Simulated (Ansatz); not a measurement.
Total energies of CdF2 from Ansatz at PBE-D4/def2-TZVP, gas phase (1 Eh = 27.2114 eV = 2625.5 kJ/mol). The reference geometry is relaxed at r2SCAN-D4/def2-TZVP.

```xyz
3

Cd   -0.0002    0.0001    0.0000
F     0.6113    1.5884   -0.8893
F    -0.6111   -1.5885    0.8893
```

```json
{"state": "charge 0 singlet", "geometry": "reference", "energy (Eh)": "-367.38901"}
{"state": "charge 1 doublet", "geometry": "reference", "energy (Eh)": "-366.94467"}
{"state": "charge 0 triplet", "geometry": "relaxed at r2SCAN-D4/def2-TZVP", "energy (Eh)": "-367.26696"}
{"state": "charge 0 quintet", "geometry": "relaxed at r2SCAN-D4/def2-TZVP", "energy (Eh)": "-366.98381"}
{"state": "free Cd atom (singlet)", "geometry": "–", "energy (Eh)": "-167.78889"}
{"state": "free F atom (doublet)", "geometry": "–", "energy (Eh)": "-99.66912"}
```

In the def2 sets Cd takes a core potential; there is no spin–orbit coupling.

(1) Work out the vertical ionisation energy to the doublet.

(2) Which of the charge 0 states is lowest, and how far above it are the others?

(3) What is the binding energy per atom against free atoms?

(1) E(charge 1 doublet) − E(charge 0 singlet) = -366.94467 − (-367.38901) = 0.44434 Eh = 12.09 eV. For comparison, −ε of the highest occupied level is 8.16 eV at this level, 3.93 eV less.

(2) The singlet. triplet: -367.26696 − (-367.38901) = 0.12205 Eh = 320.4 kJ/mol; quintet: -366.98381 − (-367.38901) = 0.40520 Eh = 1063.9 kJ/mol. The quintet differs in its bonds from the reference.

(3) Atoms: 1 × (-167.78889) + 2 × (-99.66912) = -367.12713 Eh. Binding: -367.12713 − (-367.38901) = 0.26188 Eh = 7.13 eV, or 2.38 eV for each of 3 atoms (no zero-point energy, no counterpoise term).

The structure comes from a short search, and lower isomers may exist.
